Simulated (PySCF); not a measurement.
## SrS, MP2: how much the basis matters

PySCF, RHF reference; singlet, unpaired electrons none; De to Sr + S without counterpoise correction. Frozen cores follow the default of each basis and core potential.

```tsv
basis	relativity	functions	Re (Å)	ωe (cm⁻¹)	De (eV)	frozen orbitals
def2-SVP	scalar-relativistic core potentials	41	2.499	371	2.66	5
def2-SVPD	scalar-relativistic core potentials	53	2.514	365	3.08	5
x2c-TZVPPall	spin-free X2C	121	2.430	396	3.36	14
```

(1) How does each smaller set differ from the one with most functions, x2c-TZVPPall?

Measured (Huber and Herzberg, Constants of Diatomic Molecules (1979)): Re = 2.4405 Å, ωe = 388.38 cm⁻¹. Correlated steps freeze the inner cores (5 to 14 orbitals); shallow outer-core shells are correlated. Correlated levels converge slowly with the basis: in double zeta they bind strong bonds too weakly, by up to about 1 eV, and carry superposition errors of some tenths. Where the molecule has an RHF reference, its open-shell atoms are computed with UHF.

Results:

(1) def2-SVP: +6.9 pm, -6.3 % in ωe, -0.70 eV in De; def2-SVPD: +8.4 pm, -7.8 % in ωe, -0.28 eV in De. All at MP2; the set with most functions is neither the basis-set limit nor always the best. The rows treat relativity differently, so the differences are not basis effects alone.
